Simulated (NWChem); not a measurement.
System: AlAs$_{2}$H$_{5}$; SMILES [AsH2][AlH][AsH2]

```xyz
8

Al     0.8704     0.0930    -0.1440
As    -0.3551    -1.9142     0.4940
H     -0.1616    -2.5125    -0.8960
H     -1.6955    -1.2823     0.1356
As    -0.0205     2.3265     0.2505
H      1.2825     2.7631     0.9128
H     -0.6570     1.9053     1.5703
H      2.2958    -0.0589    -0.8391
```
Atoms are numbered in this order, from 1.

Level: PBE0/def2-SVP (NWChem), optimised geometry, unscaled harmonic frequencies. 

```tsv
frequency (cm⁻¹)	IR intensity (km/mol)
68	3.4
97	4.6
115	1.0
268	6.6
342	47.9
392	10.5
436	0.1
461	67.4
544	40.8
592	0.0
676	188.7
987	42.8
988	3.5
1916	202.7
2210	0.5
2211	111.7
2226	30.4
2228	110.5
```

```
Item                                                                                Value
-----------------------------------------------------------------------  ----------------
zero-point energy                                                           23.9 kcal/mol
thermal correction to the enthalpy at 298.15 K (with zero-point energy)     29.1 kcal/mol
heat capacity Cv                                                         23.2 cal/(mol K)
entropy at 298.15 K and 1 atm (symmetry number 2)                        86.5 cal/(mol K)
dipole moment                                                                      0.14 D
```

Rigid rotor and harmonic oscillator; modes under 100 cm⁻¹ make the entropy uncertain.
